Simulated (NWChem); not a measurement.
# Basis-set dependence for CH$_{2}$N

SMILES: [N]=C
```xyz
4

C      0.0000     0.0000    -0.5021
N      0.0000     0.0000     0.7402
H     -0.9435     0.0000    -1.0845
H      0.9435     0.0000    -1.0845
```
Charge 0, spin multiplicity 2.

The numbers come from NWChem runs, not from measurements. Structure: optimised with UPBE0/def2-SVP, a minimum by its harmonic frequencies.

Hartree-Fock energies in Ha, correlation energies in mHa.

The correlated methods keep 2 core orbitals frozen. The Pople sets run with spherical d functions. The structure started from a generated list of species. The unpaired electrons of the parent sit in orbitals of symmetry b1 (C2v labels of the run); other states weren't searched. The stability of the SCF solutions was not checked. Open-shell Hartree-Fock references start from PBE0 orbitals. Coupled-cluster values serve here as a point of comparison, not as the truth.

```
basis    functions        UHF  CCSD on ROHF  CCSD[T] on ROHF  CCSD(T) on ROHF
-------  ---------  ---------  ------------  ---------------  ---------------
6-31G*          32  -93.43040        -282.0           -292.1           -291.4
cc-pVDZ         38  -93.44023        -293.9           -304.4           -303.8
cc-pVTZ         88  -93.46542        -352.8           -369.2           -368.4
cc-pVQZ        170  -93.47191       not run          not run          not run
```
